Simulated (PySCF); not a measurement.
Computed IR spectrum (relative IR intensity) of a molecule C4H4Cl2. Geometry: PBE-D3(BJ)/def2-SVP. The values are those of a single conformer. All values below come from PBE-D3(BJ)/def2-SVP (PySCF 2.14.0). Frequencies are harmonic and unscaled.

Lines under 2 % of the strongest are left out, and lines within 2 cm⁻¹ are merged.

ν (cm⁻¹): 230 (vw), 347 (vw), 520 (m), 535 (vw), 916 (vs), 1082 (w), 1116 (m), 1165 (w), 1228 (s), 1648 (s), 2988 (m), 2991 (m), 3055 (m) (against the strongest line: vs over 80 %, s over 45 %, m over 15 %, w over 4 %, vw less)

### Question
Which molecule gave these data?
A) ClC1=C(Cl)CC1
B) C#CCC(Cl)Cl
C) C=C=C(Cl)CCl
D) ClC=C=CCCl

### Answer
A, ClC1=C(Cl)CC1
